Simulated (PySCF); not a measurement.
C4F5, SMILES F[C]1C(F)=C(F)C1(F)F (connectivity only; charge and spin as stated), charge +1, multiplicity 1.

Geometry optimised at B3LYP-D3(BJ)/def2-SVP. The spin state was assumed, not searched. The isomer is the one that the SMILES or the coordinates give; other isomers of the formula were not compared.

Calculation: ωB97X/def2-TZVP in PySCF.

Symmetry labels are those of the subgroup C2v that the program uses (full group C2v).

Computed valence orbital energies around the gap with their symmetry:
| orbital | symmetry | energy (eV) |
|---|---|---|
| HOMO−7 | A1 | -22.89 |
| HOMO−6 | B2 | -22.88 |
| HOMO−5 | B2 | -21.25 |
| HOMO−4 | A2 | -21.15 |
| HOMO−3 | B1 | -20.60 |
| HOMO−2 | A1 | -20.58 |
| HOMO−1 | B2 | -18.54 |
| HOMO | B1 | -18.09 |
| LUMO | A2 | -7.53 |
| LUMO+1 | B1 | -4.17 |
| LUMO+2 | A1 | -3.52 |
| LUMO+3 | A1 | -0.16 |
